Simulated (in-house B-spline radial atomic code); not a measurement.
What moves the levels of the manganese ion Mn⁺ ([Ar] 3d5 4s1)? Method: Dirac-Hartree-Fock, average of the jj configuration, Fermi nucleus of rms radius 3.712 fm. Calculated with an all-electron radial atomic-structure program (B-spline basis).

Baseline run (computed): total energy -1157.1082 hartree, 1s1/2 at -242.9287 hartree, 4s1/2 at -14.465 eV with <r> = 2.949 bohr.

Changing the nucleus:

```csv
nucleus,ΔE (eV)
"Fermi nucleus of rms radius 3.7026 fm, A = 51",-0.000462
"Fermi nucleus of rms radius 3.6706 fm, A = 52",-0.00203
"Fermi nucleus of rms radius 3.6662 fm, A = 53",-0.00224
"Fermi nucleus of rms radius 3.6834 fm, A = 54",-0.0014
"Fermi nucleus of rms radius 3.7057 fm, A = 55",-0.00031
```

A larger nucleus binds the electrons less, roughly as the density at the nucleus times the change of the nuclear <r²>. The reference is A = 50.
